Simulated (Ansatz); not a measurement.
System: sum formula SiN3H5Cl, net charge -1, singlet state. It need not be the lowest isomer of its formula. Whether it binds its extra electron was not tested at this geometry. 
Geometry from a B3LYP-D3(BJ)/def2-TZVP (Ansatz, a quantum-chemistry and plane-wave program) optimisation:
```xyz
10

Si     0.0386     0.1792    -0.4697
Cl     0.2783    -0.9323     1.4715
N      1.1835     0.0548    -1.6191
N     -0.0111     1.8377     0.1182
N     -1.5907    -0.4174    -0.7669
H      1.2166    -0.8203    -2.1291
H      0.8557     2.3056    -0.1182
H     -0.1576     1.9192     1.1157
H     -2.0764     0.1057    -1.4848
H     -2.1818    -0.4963     0.0502
```
Charge -1, spin multiplicity 1.

Basis-set convergence of Hartree-Fock and MP2 correlation energies (hartree) with Ansatz. Cores are frozen in the correlated levels unless marked. No spin-orbit coupling. Non-relativistic.

```
basis            functions       E(HF)  E(corr, MP2)
---------------  ---------  ----------  ------------
aug-cc-pV(D+d)Z        178  -914.87336      -0.81840
aug-cc-pV(T+d)Z        363  (withheld)    (withheld)
```

Question: Fill in the missing entries.

Answer: 
- aug-cc-pV(T+d)Z, E(HF): -914.94418
- aug-cc-pV(T+d)Z, E(corr, MP2): -0.99450
